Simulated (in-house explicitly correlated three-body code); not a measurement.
The numbers below are computed, except where a source is named.
# Two electrons around a charge Z: functional-driven and density-driven errors

The exact non-relativistic ground state comes from a variational code in 260 exponentially correlated functions, the Kohn-Sham parts from inverting its density (past Z = 6 the correlation energy is taken as exact minus Hartree-Fock, equal to within microhartrees), and self-consistent runs (Hartree-Fock is restricted) from a B-spline radial code. Z may be fractional; the second electron is bound down to Z = 0.911.

The total error of a self-consistent run is the error on the exact density (functional-driven) plus the energy gained by relaxing to the functional's own density (density-driven, never positive). «Unbound» marks a run whose level isn't bound or that didn't converge.

```tsv
Z	LDA PW92 functional (mEh)	LDA PW92 density (mEh)	BLYP functional (mEh)	BLYP density (mEh)	AM05 functional (mEh)	AM05 density (mEh)
1.7	+52.05	-1.48	-2.69	-1.22	+38.30	-1.02
2.16	+81.44	-1.77	-1.52	-1.37	+60.11	-1.19
2.64	?	?	?	?	?	?
3.32	+163.1	-2.14	+3.52	-1.49	+121.5	-1.44
3.92	+207.9	-2.25	+6.62	-1.50	+155.4	-1.51
4.9	+283.3	-2.38	+11.95	-1.50	+212.7	-1.60
6.2	+386.2	-2.49	+19.23	-1.48	+291.3	-1.67
7.9	+524.1	-2.59	+28.85	-1.45	+396.8	-1.74
9.8	?	?	?	?	?	?
11.7	+840.0	-2.70	+50.29	-1.40	+639.5	-1.82
```

Question: What belongs in the row Z = 9.8?

Answer: LDA PW92 functional (mEh): +681.0; LDA PW92 density (mEh): -2.66; BLYP functional (mEh): +39.59; BLYP density (mEh): -1.42; AM05 functional (mEh): +517.3; AM05 density (mEh): -1.79.

Question: What belongs in the row Z = 2.64?

Answer: LDA PW92 functional (mEh): +114.2; LDA PW92 density (mEh): -1.96; BLYP functional (mEh): +0.33; BLYP density (mEh): -1.45; AM05 functional (mEh): +84.65; AM05 density (mEh): -1.32.

Question: Which part of the error is larger?

Answer: LDA PW92: functional-driven +840.0, density-driven -2.70 mEh at Z = 11.7; BLYP: functional-driven +50.29, density-driven -1.40 mEh at Z = 11.7; AM05: functional-driven +639.5, density-driven -1.82 mEh at Z = 11.7. The density-driven part is second order in the error of the density, so it stays small unless the second electron is loosely bound.
